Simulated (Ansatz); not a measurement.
`[CH2]1[AlH][SnH2]1` and `[CH2]1[InH][SnH2]1` differ in one element.

Ansatz, PBE0-D4/def2-TZVP geometries, multiplicity 1. 

Elements past krypton have def2 core potentials.

```json
{"property": "HOMO–LUMO gap (B3LYP/def2-TZVPP) / eV", "`[CH2]1[AlH][SnH2]1`": "3.65"}
{"property": "HOMO energy (B3LYP/def2-TZVPP) / eV", "`[CH2]1[AlH][SnH2]1`": "-5.82"}
{"property": "HOMO energy (ωB97M-V/def2-TZVPP) / eV", "`[CH2]1[AlH][SnH2]1`": "-7.88"}
{"property": "size of the dipole moment (ωB97M-V/def2-TZVPP) / D", "`[CH2]1[AlH][SnH2]1`": "1.43"}
{"property": "HOMO energy (PBE/def2-TZVPP) / eV", "`[CH2]1[AlH][SnH2]1`": "-5.10"}
{"property": "zero-point energy (PBE0-D4/def2-TZVP) / kJ/mol", "`[CH2]1[AlH][SnH2]1`": "114.3"}
```

Question: Give the same properties after the change, and the shifts. (Estimate.)

Answer: Ansatz gave: 
```tsv
property	`[CH2]1[InH][SnH2]1`	shift
HOMO–LUMO gap (B3LYP/def2-TZVPP) / eV	3.10	-0.55
HOMO energy (B3LYP/def2-TZVPP) / eV	-5.48	0.34
HOMO energy (ωB97M-V/def2-TZVPP) / eV	-7.51	0.37
size of the dipole moment (ωB97M-V/def2-TZVPP) / D	2.31	0.88
HOMO energy (PBE/def2-TZVPP) / eV	-4.78	0.32
zero-point energy (PBE0-D4/def2-TZVP) / kJ/mol	112.0	-2.3
```

With PBE0 the HOMO rises by 0.36 eV and the LUMO falls by 0.13 eV, so the gap narrows by about 0.49 eV. PBE moves the HOMO by 0.32 eV and ωB97M-V by 0.37 eV. Dipoles are sizes alone; their direction can turn.

B3LYP here is the variant with VWN-RPA as its local correlation; programs differ in this.
